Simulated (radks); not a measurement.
Results of a calculation; reference values are marked as such.
Q: S II, 15 electrons, occupied as [Ne] 3p3 4f2 (not the ground configuration). Level of theory: scalar-relativistic Kohn-Sham, SCAN, spin-polarised, spherical densities, finite nucleus; open shells are filled with parallel spins first; meta-GGA in the generalised Kohn-Sham scheme; Fermi nuclear charge, rms radius 3.2611 fm (a radial shooting solver on a logarithmic mesh with Libxc functionals). Some entries of the table are withheld. Estimate them.

| orbital | occ. | eigenvalue (eV) | <1/r> (bohr^-1) |
|---|---|---|---|
| 1s up | 1 | -2455.449 | 15.66 |
| 1s down | 1 | -2454.586 | 15.66 |
| 2s up | 1 | (1) | 3.087 |
| 2s down | 1 | (2) | 3.081 |
| 2p up | 3 | (3) | (4) |
| 2p down | 3 | (5) | (6) |
| 3p up | 3 | -33.9804 | 0.8171 |
| 4f up | 2 | -3.1466 | 0.1764 |

A: 
(1) 2s up eigenvalue (eV): -251.1308
(2) 2s down eigenvalue (eV): -250.6025
(3) 2p up eigenvalue (eV): -194.1600
(4) 2p up <1/r> (bohr^-1): 2.972
(5) 2p down eigenvalue (eV): -193.0919
(6) 2p down <1/r> (bohr^-1): 2.969
